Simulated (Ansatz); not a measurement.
Ansatz (a program for electronic structure) input:

Ansatz 0.2 input:
```yaml
crystal:
  periodic: [false, false, false]
  atoms:
    - {symbol: Sn, position_ang: [-0.03075112, 0.00813358, 0.01617846]}
    - {symbol: H, position_ang: [-0.52910666, 1.41107011, -1.20943496]}
    - {symbol: H, position_ang: [0.32364120, -1.15571194, -1.27742072]}
    - {symbol: H, position_ang: [0.13402966, -1.30657346, 1.41728878]}
    - {symbol: H, position_ang: [1.60899190, 0.64453646, 0.26064385]}
basis:
  gaussian:
    orbitals: def2-SVPD
total_charge: -1
magnetization: {spin_polarized: true, initial_magnetization: 1}
correlation: {method: ccsd_t, electrons: outside_noble_gas}
output: {forces: true}
```

### Question
What final total energy does it print?

### Answer
-215.74246 Eh (CCSD(T)/def2-SVPD). The basis has 64 functions.
